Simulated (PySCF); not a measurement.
One of the candidates below gave these computed data.

All candidates are C6H9NO.

- NMR, other nuclei: isotropic shieldings of nuclei other than C and H, by class: -33 (1 N), 283 (1 O) ppm [GIAO PBE0/pcSseg-1]
- UV, strongest line: among the 8 lowest singlet transitions: S3 at 7.31 eV (170 nm, f = 0.030) [TDDFT B3LYP/def2-SVPD]
- Polarisability: 76.0 au [B3LYP/def2-SVPD]
- 13C NMR: chemical shifts (computed TMS as zero) by class: 124.5 (1 C), 73.5 (1 C), 71.3 (1 C), 32.4 (1 C), 28.9 (1 C), 27.6 (1 C) ppm [GIAO PBE0/pcSseg-1]
- UV, first state: lowest singlet excitation: 6.95 eV (179 nm, f = 0.003) [TDDFT B3LYP/def2-SVPD]
- Rotational structure: rotational constants A, B, C: 4.470, 1.467, 1.183 GHz [GFN2-xTB]

Gas-phase values; electronic properties from PySCF, density fitting. Levels stand in brackets. Geometry: GFN2-xTB, one conformer, isolated molecule. NMR values are class means; diastereotopic atoms form classes of their own.

**Question.** Which candidate is it?
A. `N#CC[C@@H]1CCCO1`
B. `CC(C)c1cocn1`
C. `N#CC1CCOCC1`
D. `C#CCC(=O)N(C)C`
E. `N#C[C@H]1CCCOC1`

**Answer.** E. It is `N#C[C@H]1CCCOC1`. Numbering: `[N:1]#[C:2][C@H:3]1[CH2:4][CH2:5][CH2:6][O:7][CH2:8]1`. Its formula, C6H9NO, gives 3 degrees of unsaturation: 1 ring and 2 π bonds in the structure found. 6 carbons fall into 6 classes; from least to most shielded: nitrile carbon [C2] (124.5 ppm), ring sp3 carbon bound to oxygen [C8] (73.5 ppm), ring sp3 carbon bound to oxygen [C6] (71.3 ppm), ring CH2 carbon [C4] (32.4 ppm), ring CH2 carbon [C5] (28.9 ppm), sp3 carbon next to a nitrile [C3] (27.6 ppm). The other shieldings belong to: -33 ppm, nitrile nitrogen [N1]; 283 ppm, cyclic ether oxygen [O7]. The optimised geometry has point group C1 and is an asymmetric top.

The others, at the same levels:
- `N#CC[C@@H]1CCCO1` fails: its computed lowest singlet excitation is 6.45 eV (192 nm, f = 0.013) (against 6.95 eV), strongest line among the 8 lowest singlet transitions is S5 at 7.68 eV (161 nm, f = 0.022) (against S3 at 7.31 eV) and static isotropic polarisability is 74.3 au (against 76.0 au).
- `C#CCC(=O)N(C)C` fails: its computed 13C shifts are 166.5 (1 C), 83.6 (1 C), 80.1 (1 C), 39.3 (1 C), 35.3 (1 C), 28.8 (1 C) ppm and rotational constant A is 3.148 GHz (against 4.470 GHz).
- `N#CC1CCOCC1` fails: it has 4 carbon classes against 6; its computed 13C shifts are 126.1 (1 C), 67.6 (2 C), 32.6 (2 C), 24.9 (1 C) ppm, rotational constant A is 3.241 GHz (against 4.470 GHz) and smallest rotational constant is 1.624 GHz (against 1.183 GHz).
- `CC(C)c1cocn1` fails: it has 5 carbon classes against 6; its computed 13C shifts are 155.9 (1 C), 155.4 (1 C), 138.4 (1 C), 30.8 (1 C), 25.0 (2 C) ppm and smallest rotational constant is 1.381 GHz (against 1.183 GHz).

Each candidate is one conformer, not necessarily the lowest. The conformers computed, where there is a choice (atom-mapped SMILES and torsion angles):
- `[CH:1]#[C:2][CH2:3][C:4](=[O:5])[N:6]([CH3:7])[CH3:8]`: C2–C3–C4–O5 -115°, C3–C4–N6–C7 178°
- `[CH3:1][CH:2]([CH3:3])[c:4]1[cH:5][o:6][cH:7][n:8]1`: C1–C2–C4–C5 119°

The conformers of `N#C[C@H]1CCCOC1`, `N#CC[C@@H]1CCCO1` and `N#CC1CCOCC1` aren't listed.
